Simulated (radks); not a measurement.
Problem. The mean radii <r> (bohr) of the occupied orbitals of an atom or ion are listed with their occupations. Method: Dirac Kohn-Sham, PBE, spin-unpolarised, spherical densities, point nucleus; computed with a radial shooting solver on a logarithmic mesh with Libxc functionals.

| orbital | occ. | <r> |
|---|---|---|
| 1s1/2 | 2 | 0.02781 |
| 2s1/2 | 2 | 0.1194 |
| 2p1/2 | 2 | 0.1008 |
| 2p3/2 | 4 | 0.1064 |
| 3s1/2 | 2 | 0.3218 |
| 3p1/2 | 2 | 0.3122 |
| 3p3/2 | 4 | 0.3236 |
| 3d3/2 | 4 | 0.2947 |
| 3d5/2 | 6 | 0.2983 |
| 4s1/2 | 2 | 0.7646 |
| 4p1/2 | 2 | 0.8016 |
| 4p3/2 | 4 | 0.8302 |
| 4d3/2 | 4 | 0.9639 |
| 4d5/2 | 6 | 0.9760 |
| 5s1/2 | 2 | 2.036 |
| 5p1/2 | 2 | 2.422 |
| 5p3/2 | 1 | 2.521 |

Name the element and its charge. Open shells, if any, fill j = l - 1/2 first.

Solution. Z = 52, tellurium, charge +1: Te+ in [Kr] 4d10 5s2 5p3. The 1s radius gives Z: for a bare nucleus <r> = (2 gamma + 1)/(2Z) with gamma = sqrt(1 - (Z/c)^2), 0.02741 bohr for Z = 52, and screening makes it slightly larger (0.02781 here). The occupations add up to 51, and the charge is Z minus that.
